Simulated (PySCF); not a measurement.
C8H7F.
InChI=1S/C8H7F/c1-3-7-6(2)4-5-8(7)9/h3-5H,1-2H2

Method: PySCF 2.14.0, density-fitted response routines, TDDFT PBE0/def2-SVPD, vertical, gas phase, core orbitals frozen in the response. The structure is a single GFN2-xTB conformer in the gas phase; no vibrational or solvent corrections. Torsions of this conformer, `[CH2:1]=[CH:2][C:3]1=[C:4]([F:5])[CH:6]=[CH:7][C:8]1=[CH2:9]`: C1–C2–C3–C4 180°.

Problem. List the vertical singlet excitations with oscillator strengths and describe the spectrum.

Solution. 

```json
{"state": "S1", "E (eV)": "2.86", "λ (nm)": "433.7", "ν̃ (cm⁻¹)": "23060", "f": "0.045", "symmetry": "A′", "main configurations (H = HOMO, L = LUMO)": "H→L (97%)"}
{"state": "S2", "E (eV)": "5.00", "λ (nm)": "247.8", "ν̃ (cm⁻¹)": "40350", "f": "0.151", "symmetry": "A′", "main configurations (H = HOMO, L = LUMO)": "H-1→L (66%), H→L+1 (25%)"}
{"state": "S3", "E (eV)": "5.29", "λ (nm)": "234.2", "ν̃ (cm⁻¹)": "42710", "f": "0.028", "symmetry": "A′", "main configurations (H = HOMO, L = LUMO)": "H-2→L (86%), H-1→L (10%)"}
{"state": "S4", "E (eV)": "5.70", "λ (nm)": "217.7", "ν̃ (cm⁻¹)": "45930", "f": "0.551", "symmetry": "A′", "main configurations (H = HOMO, L = LUMO)": "H→L+1 (66%), H-1→L (14%)"}
{"state": "S5", "E (eV)": "5.84", "λ (nm)": "212.3", "ν̃ (cm⁻¹)": "47110", "f": "0.0001", "symmetry": "–", "main configurations (H = HOMO, L = LUMO)": "H-3→L (94%)"}
{"state": "S6", "E (eV)": "5.95", "λ (nm)": "208.5", "ν̃ (cm⁻¹)": "47970", "f": "0.0095", "symmetry": "A″", "main configurations (H = HOMO, L = LUMO)": "H→L+2 (86%), H→L+3 (13%)"}
```

Triplets, Tamm–Dancoff:

```
state  E (eV)  λ (nm)  main configurations (H = HOMO, L = LUMO)
   T1    1.81   684.3                                 H→L (95%)
   T2    2.96   418.4                               H-1→L (94%)
```

The lowest singlet comes at 434 nm (276 kJ/mol) in the visible; it is of moderate strength; its leading configuration is HOMO→LUMO (97%). The strongest level in the table is S4 at 5.70 eV (218 nm, f = 0.551). Löwdin shares by element: HOMO carbon 67% or more (atoms not listed hold the other 33%); LUMO carbon 63% or more (atoms not listed hold the other 37%). Weighted by f, the mean energy of these states is 5.39 eV. The oscillator strengths of these states sum to 0.784; summed over the whole spectrum of an exact calculation they would give the number of electrons, 64 (Thomas–Reiche–Kuhn). The listed states span 3.09 eV, and the widest gap between neighbours is 2.14 eV (S1 to S2). S1 lies in the visible range (380 to 750 nm), at 434 nm, f = 0.045; light of that wavelength is violet to blue, and its complementary colour is yellow-green to yellow; a Tamm–Dancoff triplet lies at 684 nm, without intensity as long as spin–orbit coupling is left out. Symmetry labels in Cs follow from the direction of the transition dipole and are given only for states with f of 0.002 or more. Only the lowest 6 singlets were computed, as vertical energies without vibronic structure.

Hardware: an Arm Neoverse V1 with one thread, shared host. Cost: 46 s wall, 1.1 GiB resident at most.
